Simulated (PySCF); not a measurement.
Spectra and structures to be paired. Computed with PySCF 2.14.0, density-fitted response routines, TDDFT CAM-B3LYP/def2-SVPD, vertical, gas phase, core orbitals frozen in the response. Geometries: PBE0-D3(BJ)/def2-SVP; one conformer of each isolated species. Triplets are in the Tamm–Dancoff approximation. Ions are computed without counter-ions or solvent.

A. `[S]=[V]([Cl])([Cl])[Cl]`
B. `N[SiH2][PH3+]`
C. `[SiH3][SiH]([SiH3])C1CC1`
D. `C#Cc1ccccc1C=C`
E. `B/C=C/C=C`

Lowest singlet levels (six at most, fewer where fewer were computed) with oscillator strengths:

1. 528 nm (f 0.000); 468 nm (f 0.006 summed over 2 states); 440 nm (f 0.005); 383 nm (f 0.000); 363 nm (f 0.001 summed over 2 states); 337 nm (f 0.002 summed over 2 states); T1 1.88 eV
2. 263 nm (f 0.012); 256 nm (f 0.297); 226 nm (f 0.485); 224 nm (f 0.009); 208 nm (f 0.226); 202 nm (f 0.002); T1 3.08 eV
3. 194 nm (f 0.007); 176 nm (f 0.017); 171 nm (f 0.199); 165 nm (f 0.017); 152 nm (f 0.034); 150 nm (f 0.019); T1 5.90 eV
4. 254 nm (f 0.708); 234 nm (f 0.000); 226 nm (f 0.001); 180 nm (f 0.002); 177 nm (f 0.007); 172 nm (f 0.001); T1 2.67 eV
5. 190 nm (f 0.037); 185 nm (f 0.131); 172 nm (f 0.056); 171 nm (f 0.019); 169 nm (f 0.031); 168 nm (f 0.099)

Problem. Match each spectrum to its molecule.

Solution. 1 = A, 2 = D, 3 = B, 4 = E, 5 = C.
- A: S1 at 2.35 eV, HOMO-1/HOMO→LUMO/LUMO+1 (≥72%); Löwdin shares by element: HOMO (one of a set within 0.03 eV) sulfur 46%, chlorine 41% or more, vanadium 10%; LUMO (one of a set within 0.03 eV) vanadium 69%, chlorine 15% or more, sulfur 11%; HOMO -10.01 and LUMO -3.39 eV; point group C3v, 4 of its 9 listed states under f = 0.0005.
- B: S1 at 6.40 eV, HOMO→LUMO (96%); Löwdin shares by element: HOMO nitrogen 60%, phosphorus 12%, silicon 11%, hydrogen 5% or more; LUMO phosphorus 36%, silicon 22%, hydrogen 8% or more, nitrogen 7% (atoms not listed hold the other 27%); HOMO -14.00 and LUMO -4.15 eV.
- C: S1 at 6.54 eV, HOMO→LUMO+1 (57%), HOMO→LUMO (21%), HOMO→LUMO+3 (13%); Löwdin shares by element: HOMO silicon 62%, carbon 9% or more (atoms not listed hold the other 29%); LUMO silicon 64%, hydrogen 11% or more (atoms not listed hold the other 25%); HOMO -8.73 and LUMO 0.89 eV; point group Cs.
- D: S1 at 4.71 eV, HOMO→LUMO+1 (48%), HOMO-1→LUMO (39%); Löwdin shares by element: HOMO carbon 52% or more (atoms not listed hold the other 48%); LUMO carbon 51% or more (atoms not listed hold the other 49%); HOMO -7.75 and LUMO -0.41 eV.
- E: S1 at 4.88 eV, HOMO→LUMO (98%); Löwdin shares by element: HOMO carbon 84% (atoms not listed hold the other 16%); LUMO carbon 52% or more, boron 26% (atoms not listed hold the other 22%); HOMO -8.53 and LUMO -1.32 eV; point group Cs, 1 of its 6 listed states under f = 0.0005.
B and C have S1 within 0.15 eV of each other; their strongest listed levels stand at 7.24 eV (f 0.199) and 6.69 eV (f 0.131).

A slash joins orbitals within 0.01 eV of each other, whose weights are summed (≥ marks a lower bound).
